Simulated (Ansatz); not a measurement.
A run for Ansatz (a program for electronic structure): R-B97M-V/def2-TZVPPD on stibine (SMILES [SbH3]). Elements past Kr take the def2 small-core potentials; no spin–orbit coupling. Files ending in .json are basis or fitting sets from the Basis Set Exchange.

Ansatz 0.2 input:
```yaml
crystal:
  periodic: [false, false, false]
  atoms:
    - {symbol: Sb, position_ang: [-0.45971215, -0.07318384, 3.87546945]}
    - {symbol: H, position_ang: [-0.05335610, 1.53165500, 3.43598522]}
    - {symbol: H, position_ang: [-1.09835438, 0.45712665, 5.37876195]}
    - {symbol: H, position_ang: [-1.99497948, 0.06113142, 3.12857475]}
basis:
  gaussian:
    orbitals: def2-TZVPPD.json
hamiltonian:
  xc: {name: B97M-V}
scf: {lower_state_search: off}
```

The head of its log:

```
WARN ansatz: RAYON_NUM_THREADS=1 ignored (pool sized by the plan → 1); use --threads N
Functional definition: B97M-V
these checks for a lower state are left out or cut short: stability, starts, cluster_reference, orbital_swaps, neighbouring_geometries, increment
integrals: 0.03 GiB planned
590 factors; their error is unknown
mean field: 0.30 GiB planned
mean field evaluation 1: about -6585.3943 eV, gradient 1.2e1 eV
mean field evaluation 2: about -6585.4871 eV, gradient 1.3e1 eV
```

Give the final energy of this run.

-242.0310 hartree.
